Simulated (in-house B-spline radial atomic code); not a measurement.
Lu²⁺. Computed with a B-spline radial atomic code. Model: non-relativistic spherical atom: semilocal Troullier-Martins pseudo-atom, one channel per l, against all electrons, high spin, G0W0 and RPA with empty states to l = 8, local potential for every l without a channel, a model core (radius 0 = none) keeps its share of the functional.

Without relativity these are model numbers for so heavy an element.

What the tables leave out is listed at the end.

The pseudopotential gives back the lowest level of each angular momentum of its own functional in the configuration it was made in; a second state of the same l is only approximately right. Exact exchange, RPA and GW see the smooth pseudo-orbitals and miss the exchange with the core, for which the functional's share stands in. The column with an uncorrelated core keeps all orbitals and exact exchange, and so separates missing core correlation from pseudisation. Only the three outermost levels and the lowest empty one were computed. RPA here is direct RPA, with no exchange kernel, and its energies carry an (l + 1/2)⁻⁴ tail. A hybrid on a potential with a model core restores only its own semilocal share of the core's exchange.

Command:
```bash
python run_psgw.py task.json out
```
Settings (lengths in bohr, energies in hartree):
```
Z                      71
electrons              69
configuration          [Xe] 4f14 6s1
generated_in           [Xe] 4f14 5d1 6s2
functional             lda,vwn
core_shells            10
radius_factor          1.3
core_correction        False
ion_configuration      [Xe] 4f14
```

Cost of the run: 84 s on 1 thread of Arm Neoverse N1, on a shared host.

Given: made with LDA VWN5; model core radius 0 bohr; local radius 1.883 bohr; mean-field start PBE0.

Valence shells of the generating configuration: 5p, 4f, 6s, 5d.

Channel: s 3.4, p 1.615, d 2.325, f 2.021 (radii in bohr).

Computed: largest level miss in the spin-unpolarised generating configuration 0 eV; valence RPA correlation energy pseudo -2.3861 hartree; all-electron RPA polarisability, core included 26.066 bohr³; pseudo-atom RPA polarisability 24.044 bohr³; ionisation by mean-field all-electron 19.621 eV; ionisation by mean-field pseudo minus all 0.336 eV; ionisation by RPA pseudo minus all 0.686 eV.

```
        level  occupied  mean-field all-electron (eV)  mean-field pseudo minus all (eV)  G0W0 all-electron (eV)  G0W0 uncorrelated core minus all (eV)  G0W0 pseudo minus all (eV)  exchange self-energy all-electron (eV)  exchange self-energy pseudo (eV)
        6s up         1                       -17.402                            -0.286                 -20.135                                 -0.002                      -0.618                                 -9.8042                           -10.006
5d up (empty)         0                       -16.678                            -0.141                 -13.617                                  0.099                       0.379                                 -8.8633                           -8.2242
```

(1) What is the ionisation by RPA all-electron?

(2) What is the valence RPA correlation energy all-electron orbitals?

Given: mean-field start Hartree-Fock.

Computed: valence RPA correlation energy pseudo -2.2183 hartree; all-electron RPA polarisability, core included 20.479 bohr³; pseudo-atom RPA polarisability 15.278 bohr³; ionisation by mean-field all-electron 18.714 eV; ionisation by RPA all-electron 19.692 eV; ionisation by RPA pseudo minus all 0.634 eV.

```json
{"level": "6s up", "occupied": "1", "mean-field all-electron (eV)": "-18.748", "mean-field pseudo minus all (eV)": "-1.535", "G0W0 all-electron (eV)": "-19.834", "G0W0 uncorrelated core minus all (eV)": "0.004", "G0W0 pseudo minus all (eV)": "-0.832", "exchange self-energy all-electron (eV)": "-9.231", "exchange self-energy pseudo (eV)": "-10.898"}
{"level": "4f up", "occupied": "1", "mean-field all-electron (eV)": "-46.555", "mean-field pseudo minus all (eV)": "9.586", "G0W0 all-electron (eV)": "-42.871", "G0W0 uncorrelated core minus all (eV)": "-0.414", "G0W0 pseudo minus all (eV)": "4.899", "exchange self-energy all-electron (eV)": "-81.668", "exchange self-energy pseudo (eV)": "-38.553"}
{"level": "4f down", "occupied": "?", "mean-field all-electron (eV)": "?", "mean-field pseudo minus all (eV)": "?", "G0W0 all-electron (eV)": "?", "G0W0 uncorrelated core minus all (eV)": "?", "G0W0 pseudo minus all (eV)": "?", "exchange self-energy all-electron (eV)": "?", "exchange self-energy pseudo (eV)": "?"}
{"level": "5d up (empty)", "occupied": "0", "mean-field all-electron (eV)": "-12.021", "mean-field pseudo minus all (eV)": "-0.895", "G0W0 all-electron (eV)": "-13.51", "G0W0 uncorrelated core minus all (eV)": "0.079", "G0W0 pseudo minus all (eV)": "-0.046", "exchange self-energy all-electron (eV)": "-7.2024", "exchange self-energy pseudo (eV)": "-7.8517"}
```

(3) What belongs in the row 4f down?

(4) What is the valence RPA correlation energy all-electron orbitals?

(5) What is the ionisation by mean-field pseudo minus all?

## Answers

(1) 20.126 eV.

(2) -1.5663 hartree.

(3) occupied: 1; mean-field all-electron (eV): -46.53; mean-field pseudo minus all (eV): 9.545; G0W0 all-electron (eV): -42.845; G0W0 uncorrelated core minus all (eV): -0.414; G0W0 pseudo minus all (eV): 4.854; exchange self-energy all-electron (eV): -81.66; exchange self-energy pseudo (eV): -38.588.

(4) -1.3722 hartree.

(5) 1.474 eV.

Among the listed levels the largest G0W0 shift of the pseudo-atom is +4.90 eV, for 4f up on the Hartree-Fock start, while leaving the core uncorrelated moves that level by -0.41 eV. So pseudisation and the lost core exchange, not the missing core correlation, make the error. Not in the tables (levels of low weight, unsolved or above zero; the highest and the empty levels are kept at any weight): the LDA start was refused, since an empty level lay at or below an occupied one; on PBE0 the G0W0 levels 4f down (pseudo minus all +5.86 eV, weights 0.62 and 0.82), 4f up (pseudo minus all +6.71 eV, weights 0.26 and 0.82).
